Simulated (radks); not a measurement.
Initial-state core-level shifts of neutral erbium when its valence configuration changes from [Xe] 4f12 6s2. Calculated with a radial shooting solver on a logarithmic mesh with Libxc functionals: scalar-relativistic Kohn-Sham, SCAN, spin-unpolarised, spherical densities, finite nucleus; meta-GGA in the generalised Kohn-Sham scheme; Fermi nuclear charge, rms radius 5.2516 fm. Shifts are changes of the shell-averaged eigenvalues in eV (positive: less bound); the change of the density at the nucleus, which sets a Mossbauer isomer shift, is in e/bohr^3, on a base of 9.194e+05.

valence,2s,3p,3d,5p,density at nucleus
4f12 6s1 6p1,-1.574,-1.557,-1.558,-1.668,-32.13
4f11 6s1 6p2,-12.025,-12.704,-12.649,-8.135,+15.37
4f11 6s2 6p1,-10.590,-11.278,-11.222,-6.627,+57.25
4f11 5d1 6s2,-7.300,-8.039,-7.971,-3.439,+45.79
4f12 6s1.5 6p0.5,-0.837,-0.831,-0.831,-0.867,-15.06
4f12 5d1 6s1,+0.368,+0.343,+0.349,+0.401,-33.87
4f10 6s2 6p2,-22.898,-24.490,-24.364,-13.444,+127.30
4f12 5d0.5 6s1.5,+0.271,+0.257,+0.260,+0.292,-17.83
